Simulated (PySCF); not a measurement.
# Relaxation of doublet PbCl₃

Level of theory: UPBE0 in PySCF with Pb def2-SVP with ECP60, Cl def2-SVP; scalar-relativistic core potentials, no spin–orbit coupling; density-fitted integrals. A (50,194) grid was used.

A hand-made trigonal pyramidal start, of C3v symmetry, held to at least that symmetry:

```xyz
4
charge 0 multiplicity 2, angstrom
Pb    0.0000    0.0000   -0.3825
Cl    2.1456    0.0000    0.7583
Cl   -1.0728    1.8581    0.7583
Cl   -1.0728   -1.8581    0.7583
```

Optimiser trace:
```json
{"step": "0", "E − E(last) (kJ/mol)": "17.20", "largest gradient (Eh/bohr)": "0.01377"}
{"step": "1", "E − E(last) (kJ/mol)": "5.57", "largest gradient (Eh/bohr)": "0.00630"}
{"step": "2", "E − E(last) (kJ/mol)": "0.18", "largest gradient (Eh/bohr)": "0.00374"}
{"step": "3", "E − E(last) (kJ/mol)": "0.00", "largest gradient (Eh/bohr)": "0.00253"}
{"step": "4", "E − E(last) (kJ/mol)": "-0.02", "largest gradient (Eh/bohr)": "0.00082"}
{"step": "5", "E − E(last) (kJ/mol)": "0.00", "largest gradient (Eh/bohr)": "0.00008"}
{"step": "6", "E − E(last) (kJ/mol)": "0.00", "largest gradient (Eh/bohr)": "0.00000"}
```

It ends at C3v with Pb–Cl 2.484 Å (×3); Cl–Pb–Cl 109.8° (×3) (after a last refinement on a finer grid). A frequency run shows a minimum.

Final geometry:
```xyz
4
charge 0 multiplicity 2, angstrom
Pb    0.0000    0.0000   -0.2664
Cl    2.3470    0.0000    0.5486
Cl   -1.1735    2.0326    0.5486
Cl   -1.1735   -2.0326    0.5486
```

Spin–orbit coupling, left out here, can matter for elements this heavy.

The relaxation took roughly 50 core-seconds on a shared host.
